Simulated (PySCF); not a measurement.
An equivalent PySCF input for Ga(2+) (gallium, charge +2), [Ar] 3d10 4s1, 2S determinant, with the spin-free X2C one-electron Hamiltonian (Gaussian nucleus):

```python
from pyscf import gto, scf, dft, mp, cc
import basis_set_exchange as bse
mol = gto.M(atom="Ga 0 0 0", charge=2, spin=1, symmetry="D2h",
            basis=gto.basis.parse(bse.get_basis("x2c-SVPall", elements=["Ga"], fmt="nwchem", header=False)),
            nucmod="G")
mf = dft.UKS(mol, xc="MN15").sfx2c1e()
mf.irrep_nelec = {'Ag': (6, 5), 'B1g': (1, 1), 'B2g': (1, 1), 'B3g': (1, 1), 'B1u': (2, 2), 'B2u': (2, 2), 'B3u': (2, 2)}
mf.kernel()
```

It reaches the same state as the run whose output follows, with an energy that differs only through the grid. The run itself started from symmetry-adapted Hartree-Fock orbitals and held the occupation by maximum overlap, on a logarithmic radial grid, so the iterations belong to that start.

```
SCF conv_tol = 1e-09
number electrons alpha = 15  beta = 14
XC functionals = MN15
    H. S. Yu, X. He, S. L. Li, and D. G. Truhlar.,  Chem. Sci. 7, 5032-5051 (2016)
    H. S. Yu, X. He, S. L. Li, and D. G. Truhlar.,  Chem. Sci. 7, 5032-5051 (2016)
cycle= 1 E= -1943.67942004497  delta_E= -0.00393  |g|= 0.178  |ddm|= 0.139
cycle= 2 E= -1943.67884790066  delta_E= 0.000572  |g|= 0.185  |ddm|= 0.136
cycle= 3 E= -1943.68521475069  delta_E= -0.00637  |g|= 0.000759  |ddm|= 0.0639
cycle= 4 E= -1943.68521506678  delta_E= -3.16e-07  |g|= 4.21e-05  |ddm|= 0.00268
cycle= 5 E= -1943.68521506883  delta_E= -2.04e-09  |g|= 2.34e-06  |ddm|= 0.000254
cycle= 6 E= -1943.68521506883  delta_E= -5e-12  |g|= 1.12e-07  |ddm|= 1.45e-05
converged SCF energy = -1943.68521506883  <S^2> = 0.75039495  2S+1 = 2.0003949
```
